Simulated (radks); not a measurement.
Results of a calculation; reference values are marked as such.
Successive ionisation energies (eV) of one element, from differences of total energies of ions in their ground configurations, starting at charge 1: 16.229, 24.427, 35.552, 47.505, 95.334, 123.65, 141.47, 158.95, 182.24, 201.51, 220.45, 255.91, 289.15, 331.83, 358.61, 378.53, 415.74, 454.08, 493.49, 548.43, 591.30, 635.25. Level of theory: scalar-relativistic Kohn-Sham, SCAN, spin-polarised, spherical densities, finite nucleus; open shells are filled with parallel spins first (spin-orbit coupling, left out, can overturn this in heavy ions); meta-GGA in the generalised Kohn-Sham scheme; Fermi nuclear charge, rms radius 5.3507 fm (a radial shooting solver on a logarithmic mesh with Libxc functionals). Which element is it?

Answer. Tantalum (Z = 73). The first species listed is Ta+ in [Xe] 4f14 5d3 6s1, the last Ta22+ in [Kr] 4d10 4f5.
